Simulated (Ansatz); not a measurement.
**A geometry optimisation of AlFHOSi with B3LYP/6-31G***

The starting geometry of this gas-phase doublet was optimised with GFN2-xTB; its bonds are those of `[F][Al]1[O][SiH]1`.

```xyz
5

Al   -0.1403    1.0853   -0.4234
F    -0.4662    1.3800   -2.0396
O     0.7037   -0.3946    0.1321
Si    0.7062    0.1696    1.6586
H     1.4060   -0.9331    2.3710
```

Q: Where would you expect an optimisation with B3LYP/6-31G* to take it?

A: A bond breaks, giving a structure given below by its coordinates. Contacts that open: Al1–Si4 (2.43 → 3.37 Å).

The energy falls by 0.48 eV over 19 steps:

```
step  E − E(last) (eV)
   1             0.481
   3             0.146
   5             0.072
   7             0.050
   9             0.036
  11             0.020
  13             0.007
  15             0.001
  17             0.000
  19             0.000
```

Final geometry (Å):

```yaml
atoms:
  - { symbol: Al, position_ang: [-0.6710, 0.6880, -0.7417] }
  - { symbol: F, position_ang: [0.0141, 1.2470, -2.1477] }
  - { symbol: O, position_ang: [0.3144, 0.4732, 0.6454] }
  - { symbol: Si, position_ang: [1.1928, 0.2175, 2.0263] }
  - { symbol: H, position_ang: [1.3591, -1.3186, 1.9163] }
```

The end wasn't checked by frequencies. Open shells are spin-unrestricted. Run with Ansatz 0.2.0, 5.2 min on 1 thread of AMD EPYC (Zen 3) (shared host).
